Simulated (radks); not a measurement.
All-electron atom: Nb III in [Kr] 4d2 5d1 (not the ground configuration).

All-electron calculation, scalar-relativistic Kohn-Sham, PW91, spin-unpolarised, spherical densities, point nucleus. Program: a radial shooting solver on a logarithmic mesh with Libxc functionals.

Energy parts (hartree):
| part | energy |
|---|---|
| total | -3819.00946 |
| kinetic | 3932.23572 |
| electron-nucleus | -9165.33433 |
| Hartree | 1532.69157 |
| exchange-correlation | -118.60242 |

Orbitals (lengths in bohr, moments of r in powers of bohr):
1s: occ. 2; eigenvalue (hartree) -692.2282; <r^4> 7.986e-06
2s: occ. 2; eigenvalue (hartree) -97.62874; <r^4> 0.001493
2p: occ. 6; eigenvalue (hartree) -87.28275; <r^4> 0.001070
3s: occ. 2; eigenvalue (hartree) -17.05597; <r^4> 0.07873
3p: occ. 6; eigenvalue (hartree) -13.67391; <r^4> 0.08773
3d: occ. 10; eigenvalue (hartree) -8.14337; <r^4> 0.09998
4s: occ. 2; eigenvalue (hartree) -3.04542; <r^4> 3.334
4p: occ. 6; eigenvalue (hartree) -2.15287; <r^4> 5.363
4d: occ. 2; eigenvalue (hartree) -0.90693; <r^4> 22.23
5d: occ. 1; eigenvalue (hartree) -0.32047; <r^4> 1132

The highest occupied level is 5d at -8.720 eV. The density falls to 0.001 e/bohr^3 at r = 4.73 bohr. Summed over all electrons, <r^2> = 53.54 bohr^2, which gives a Langevin (diamagnetic) susceptibility term of -42.4 x 10^-6 cm^3/mol.
